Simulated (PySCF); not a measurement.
AlClH4O3Si, SMILES [OH][Al]([OH])[O][SiH2]Cl.

The structure is a stationary point at B3LYP-D3(BJ)/def2-SVP. The structure was generated by enumeration; whether it is a known compound was not checked. One conformer was computed; it need not be the lowest.

Calculation: PySCF with ωB97X/def2-TZVP.

Isolated molecule, no solvent.

Computed frontier levels, gap, dipole moment and polarisability:
```json
{
  "highest_occupied_level": "-11.18 eV",
  "lowest_empty_level": "1.24 eV",
  "orbital_gap": "12.41 eV",
  "dipole_moment": "1.87 D",
  "quadrupole, principal values (traceless, Buckingham form, about the centre of nuclear charge)": "-3.75, -0.81, 4.56 D·Å",
  "mean_static_polarisability": "63.6 bohr³ (9.43 Å³)",
  "polarisability_principal_values": "59.1, 64.0, 67.9 bohr³"
}
```
